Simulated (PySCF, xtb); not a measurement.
CH5ClO2Si, SMILES O[Si](O)(Cl)C.

GFN2-xTB run with xtb at its own geometry gives an orbital gap of 7.82 eV and a dipole moment of 2.14 D.

Geometry: B3LYP-D3(BJ)/def2-SVP. One conformer was computed; it need not be the lowest.

Q: What does PySCF with CAM-B3LYP/def2-TZVP give? (An estimate is asked for; the answer gives what the named calculation found.)

A: gap 11.75 eV (levels -10.38 and 1.37 eV), dipole 0.97 D.
